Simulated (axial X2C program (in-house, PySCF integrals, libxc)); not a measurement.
# CoGa: properties at the nuclei

Computed with an axial X2C code built on PySCF integrals: two-component X2C with atomic mean-field Coulomb and Gaunt terms, Gaussian nuclei, basis Ga dyall-cv3z, Co dyall-cv3z with contracted cores.

R = 2.419 Å (near the PBE0 minimum at charge 0 of the determinant lowest at the starting distance; the state shown can have its own minimum elsewhere).

Determinant lowest in the PBE0 search, Ω = 3 (⟨Sz⟩ = 1.00, ⟨Lz⟩ = 2.00 at PBE0), spin on the atoms Ga -0.17, Co 1.17:

```csv
level,Eeff magnitude (GV/cm),Ws magnitude Ga (kHz),Ws magnitude Co (kHz),A∥/gI Ga (MHz),qzz Ga (a.u.),A∥/gI Co (MHz),qzz Co (a.u.),μ (D)
PBE0,0.29,0.0121,0.0379,12.9,-2.79,492,0.18,-0.04
HF,1.64,0.265,0.0271,-36.5,-2.68,514,-0.11,0.77
BP86,0.207,0.0115,0.0263,16.9,-2.39,532,0.08,-0.33
LDA,0.137,0.00888,0.0203,15,-2.33,578,-0.14,-0.20
PBE50,0.4,0.0172,0.0479,14.5,-3.18,498,0.05,0.44
```

Eeff is the effective electric field on the electron electric dipole moment in this Ω state and Ws the scalar–pseudoscalar constant of the nucleus named (defined with the proton number Z and per Ω); A∥ (defined per Ω) follows by multiplying with gI = μI/(I μN); qzz is the electric field gradient, eQq0 = 234.96 MHz × Q/barn × qzz; μ is positive if the Co end (last atom) is positive. The operators were transformed with the bare-nucleus X2C matrices; with these basis sets, hyperfine constants and field gradients can be off by tens of per cent, and where levels differ in sign neither size nor sign is settled.

(1) With Q(69Ga) = 0.171 barn, gI(59Co) = 1.3220 (g factors from the IAEA table of nuclear moments by Stone; Q from Pyykkö, Mol. Phys. 2018), turn the PBE0 values of the first state into constants in MHz.

Each state is one determinant with collinear spin, which with several unpaired electrons need not be a pure state. Unrestricted Hartree–Fock can overshoot spin polarisation at the nuclei. With several open shells hyperfine constants can be off by a factor of several. Where Eeff spreads by more than a factor of two the levels disagree and none is to be relied on. Open-shell Ω = 0 determinants with evenly filled partner blocks cannot be reached by this program, so the Ω shown need not be the lowest component. At HF a later determinant lies lower. States lie within half an eV, so the first need not be the ground state. The sign of Ws at Co differs between levels in the first state. Further determinants of the search, some of them spin-mixed, are not shown. Where a field gradient or hyperfine factor spreads by more than a factor of two over the levels, a constant derived from it is not to be relied on.

Answers

(1) eQq0(69Ga) = 234.96 × (0.171) × (-2.79) = -112 MHz; A∥(59Co) = 492 × 1.3220 = 650 MHz.
